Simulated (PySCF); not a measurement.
CH₇AlOSi, SMILES [CH3][Al]([OH])[SiH3].

Geometry: PBE-D3(BJ)/def2-SVP. The values are those of a single conformer.

All values below come from PBE-D3(BJ)/def2-SVP in PySCF.

Frequencies are harmonic and unscaled.

```json
[
 {"mode": "1", "ν (cm⁻¹)": "17", "IR (km/mol)": "0.1", "moving atoms (share of kinetic energy)": "H 96 %"},
 {"mode": "2", "ν (cm⁻¹)": "41", "IR (km/mol)": "0.2", "moving atoms (share of kinetic energy)": "H 96 %"},
 {"mode": "3", "ν (cm⁻¹)": "110", "IR (km/mol)": "5.2", "moving atoms (share of kinetic energy)": "H 30 %, C 24 %, Al 18 %, O 15 %, Si 14 %"},
 {"mode": "4", "ν (cm⁻¹)": "163", "IR (km/mol)": "11.7", "moving atoms (share of kinetic energy)": "Al 53 %, H 27 %, O 12 %"},
 {"mode": "5", "ν (cm⁻¹)": "184", "IR (km/mol)": "9.1", "moving atoms (share of kinetic energy)": "O 40 %, H 24 %, Si 16 %, C 14 %"},
 {"mode": "6", "ν (cm⁻¹)": "348", "IR (km/mol)": "6.8", "moving atoms (share of kinetic energy)": "Si 42 %, Al 27 %, H 13 %, C 9 %, O 9 %"},
 {"mode": "7", "ν (cm⁻¹)": "380", "IR (km/mol)": "75.2", "moving atoms (share of kinetic energy)": "H 91 %"},
 {"mode": "8", "ν (cm⁻¹)": "420", "IR (km/mol)": "0.2", "moving atoms (share of kinetic energy)": "H 82 %, Si 12 %"},
 {"mode": "9", "ν (cm⁻¹)": "424", "IR (km/mol)": "46.8", "moving atoms (share of kinetic energy)": "H 83 %"},
 {"mode": "10", "ν (cm⁻¹)": "574", "IR (km/mol)": "139.4", "moving atoms (share of kinetic energy)": "H 79 %, O 13 %"},
 {"mode": "11", "ν (cm⁻¹)": "619", "IR (km/mol)": "24.5", "moving atoms (share of kinetic energy)": "C 35 %, H 32 %, Al 22 %, O 11 %"},
 {"mode": "12", "ν (cm⁻¹)": "624", "IR (km/mol)": "12.7", "moving atoms (share of kinetic energy)": "H 75 %, C 17 %"},
 {"mode": "13", "ν (cm⁻¹)": "677", "IR (km/mol)": "245.8", "moving atoms (share of kinetic energy)": "H 60 %, C 20 %, Al 17 %"},
 {"mode": "14", "ν (cm⁻¹)": "821", "IR (km/mol)": "128.6", "moving atoms (share of kinetic energy)": "H 72 %, Al 11 %, O 9 %"},
 {"mode": "15", "ν (cm⁻¹)": "838", "IR (km/mol)": "46.1", "moving atoms (share of kinetic energy)": "O 36 %, Al 33 %, H 28 %"},
 {"mode": "16", "ν (cm⁻¹)": "902", "IR (km/mol)": "31.7", "moving atoms (share of kinetic energy)": "H 98 %"},
 {"mode": "17", "ν (cm⁻¹)": "902", "IR (km/mol)": "39.9", "moving atoms (share of kinetic energy)": "H 96 %"},
 {"mode": "18", "ν (cm⁻¹)": "1158", "IR (km/mol)": "20.0", "moving atoms (share of kinetic energy)": "H 79 %, C 21 %"},
 {"mode": "19", "ν (cm⁻¹)": "1373", "IR (km/mol)": "4.9", "moving atoms (share of kinetic energy)": "H 95 %"},
 {"mode": "20", "ν (cm⁻¹)": "1373", "IR (km/mol)": "1.5", "moving atoms (share of kinetic energy)": "H 96 %"},
 {"mode": "21", "ν (cm⁻¹)": "2123", "IR (km/mol)": "57.7", "moving atoms (share of kinetic energy)": "H 99 %"},
 {"mode": "22", "ν (cm⁻¹)": "2134", "IR (km/mol)": "81.9", "moving atoms (share of kinetic energy)": "H 96 %"},
 {"mode": "23", "ν (cm⁻¹)": "2138", "IR (km/mol)": "96.8", "moving atoms (share of kinetic energy)": "H 96 %"},
 {"mode": "24", "ν (cm⁻¹)": "2964", "IR (km/mol)": "2.3", "moving atoms (share of kinetic energy)": "H 97 %"},
 {"mode": "25", "ν (cm⁻¹)": "3054", "IR (km/mol)": "3.2", "moving atoms (share of kinetic energy)": "H 91 %, C 9 %"},
 {"mode": "26", "ν (cm⁻¹)": "3077", "IR (km/mol)": "2.8", "moving atoms (share of kinetic energy)": "H 91 %, C 9 %"},
 {"mode": "27", "ν (cm⁻¹)": "3807", "IR (km/mol)": "70.2", "moving atoms (share of kinetic energy)": "H 94 %"}
]
```
